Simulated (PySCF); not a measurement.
**Electron correlation in Hf (hafnium, neutral)**

Starting occupation: [Xe] 4f14 5d3 6s1, 5d5/2 with m_j = +1/2, +3/2, +5/2, 6s1/2 with m_j = +1/2. Calculation: PySCF 2.14, in x2c-TZVPall-2c (11s11p10d2f, 108 functions); X2C-1e with screened-nucleus spin-orbit coupling, Gaussian nucleus. Frozen: [Kr] 4d10 4f14; 12 electrons correlated; the 34 highest virtual spinors left out.

MP2 pair energies summed by pair of shells (mhartree):

```csv
pair,energy,share (%)
5p-5p,-82.38,43.1
5d-5p,-45.99,24.1
5p-5s,-17.31,9.1
5p-6s,-14.10,7.4
5d-5d,-12.13,6.4
5d-6s,-9.62,5.0
5s-5s,-4.61,2.4
5d-5s,-4.14,2.2
5s-6s,-0.65,0.3
```

Total MP2 correlation energy: -190.93 mhartree.

The GHF reference relaxed away from the jj start to a determinant that is no pure jj level (⟨S²⟩ = 6.07, ⟨J²⟩ = 30.01); the energies belong to that determinant.

This basis was not built for core-valence correlation, so the inner-shell part is incomplete.
